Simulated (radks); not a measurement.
Initial-state core-level shifts of neutral arsenic when its valence configuration changes from [Ar] 3d10 4s2 4p3. All-electron calculation, Dirac Kohn-Sham, PBE, spin-unpolarised, spherical densities, finite nucleus; open shells fill j = l - 1/2 first; Fermi nuclear charge, rms radius 4.0968 fm. Program: a radial shooting solver on a logarithmic mesh with Libxc functionals. Shifts are changes of the shell-averaged eigenvalues in eV (positive: less bound); the change of the density at the nucleus, which sets a Mossbauer isomer shift, is in e/bohr^3, on a base of 3.556e+04.

| valence | 2s | 2p | 3s | 3p | density at nucleus |
|---|---|---|---|---|---|
| 3d9 4s2 4p4 | -14.191 | -14.076 | -11.411 | -11.171 | +13.867 |
| 3d10 4s1 4p4 | -1.713 | -1.711 | -1.748 | -1.741 | -21.739 |
| 3d9.5 4s1 4p4.5 | -8.609 | -8.549 | -7.333 | -7.205 | -16.712 |
| 3d8.5 4s2 4p4.5 | -21.692 | -21.517 | -17.256 | -16.896 | +21.258 |
| 3d9 4s1 4p5 | -15.786 | -15.666 | -13.023 | -12.774 | -11.374 |
| 3d8 4s2 4p5 | -29.454 | -29.219 | -23.184 | -22.706 | +28.944 |
| 3d10 4p5 | -3.331 | -3.326 | -3.405 | -3.390 | -44.924 |
| 3d10 4s1.5 4p3.5 | -0.870 | -0.869 | -0.887 | -0.884 | -10.679 |
| 3d10 4s0.5 4p4.5 | -2.532 | -2.529 | -2.587 | -2.576 | -33.160 |
